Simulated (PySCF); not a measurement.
Molecule: `O=C(O)c1cccs1`, C$_{5}$H$_{4}$O$_{2}$S.

Mapped SMILES: `[O:1]=[C:2]([OH:3])[c:4]1[cH:5][cH:6][cH:7][s:8]1`. Hydrogens are named by the atom that carries them.

Geometry PBE0-D3(BJ)/def2-SVP throughout; GIAO in PySCF, gas phase, one conformer, non-relativistic; equivalent atoms averaged; basis pcSseg-1.

(1) How do the shifts δ (against TMS at the same level) depend on the functional? (a selection of nuclei; ppm; last column core-seconds on shared hosts with different chips, so compare them loosely; the GGAs took longer than the global hybrids here, which isn't the general rule, and the cause wasn't traced)

(2) Which nucleus among those listed moves most, in ppm?

Answers

(1) 
```csv
functional,kind,C2,C5,C7,C4,C6,H(C5),H(C7),H(C6),H(O3),core-s
OPBE,GGA,152.7,132.6,130.2,128.0,125.2,8.02,7.27,7.22,5.42,32
KT2,GGA,152.7,129.8,128.4,126.1,122.7,7.87,7.09,7.05,5.20,30
B97-D,GGA,156.0,134.2,133.4,131.6,126.4,7.89,7.12,7.05,5.36,30
PBE0,global hybrid,163.4,141.9,141.3,137.5,132.4,8.13,7.37,7.22,5.59,18
WP04,global hybrid,164.7,142.7,144.6,140.5,132.6,7.84,7.19,6.92,5.77,23
B97-2,global hybrid,160.5,138.8,138.2,134.4,129.4,8.07,7.32,7.16,5.54,14
BHandHLYP,global hybrid,167.5,145.8,147.1,140.4,133.5,8.21,7.45,7.16,5.73,14
CAM-B3LYP,range-separated hybrid,167.8,145.7,146.7,142.5,134.8,8.09,7.36,7.12,5.65,27
wB97X-D,range-separated hybrid,165.1,143.7,143.9,139.5,133.0,8.14,7.42,7.19,5.67,28
```

(2) C7 (aromatic CH next to the ring sulfur): from 128.4 ppm with KT2 to 147.1 ppm with BHandHLYP. The smallest spread is 0.30 ppm, at H(C6). Proton shifts span only some 12 ppm, so a few tenths of a ppm matter as much there as several ppm in carbon.
